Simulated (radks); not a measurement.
The numbers below are computed, except where a source is named.
Question: The sulfur anion S-, [Ne] 3s2 3p5, held by a Watson sphere: a shell of charge +1 at radius R that stands for the Madelung well of a crystal (potential energy -1/R inside, -1/r outside, in hartree with lengths in bohr). Code: a radial shooting solver on a logarithmic mesh with Libxc functionals. Model: non-relativistic Kohn-Sham, PBEsol, spin-polarised, spherical densities, point nucleus; open shells are filled with parallel spins first. Response by self-consistent Sternheimer equations with the Hartree and adiabatic LDA kernel. The sphere does not respond.

R (bohr)  e(3s down) (eV)  e(3p up) (eV)  e(3p down) (eV)  <r> 3p (bohr)  sum of <r^2> (bohr^2)  X-ray form factor at sin(theta)/lambda = 0.1 1/angstrom  alpha (bohr^3)
2.54              -16.365         -7.408           -6.684          2.165                  36.77                                                   14.755           26.78
2.98              -15.701         -6.829           -6.123          2.220                  38.42                                                   14.686           31.04
3.2               -15.395         -6.546           -5.846          2.244                  39.15                                                   14.658           33.30
3.45              -15.068         -6.235           -5.541          2.268                  39.89                                                   14.631           35.92
3.61              -14.870         -6.043           -5.352          2.282                  40.32                                                   14.616           37.62
3.7               -14.762         -5.938           -5.249          2.290                  40.55                                                   14.608           38.57
4.38              -14.029         -5.212           -4.530          2.336                  42.00                                                   14.565           45.76

Estimate the row for R = 3.86 bohr.

Answer: e(3s down) (eV) -14.577; e(3p up) (eV) -5.757; e(3p down) (eV) -5.069; <r> 3p (bohr) 2.302; sum of <r^2> (bohr^2) 40.93; X-ray form factor at sin(theta)/lambda = 0.1 1/angstrom 14.596; alpha (bohr^3) 40.28.
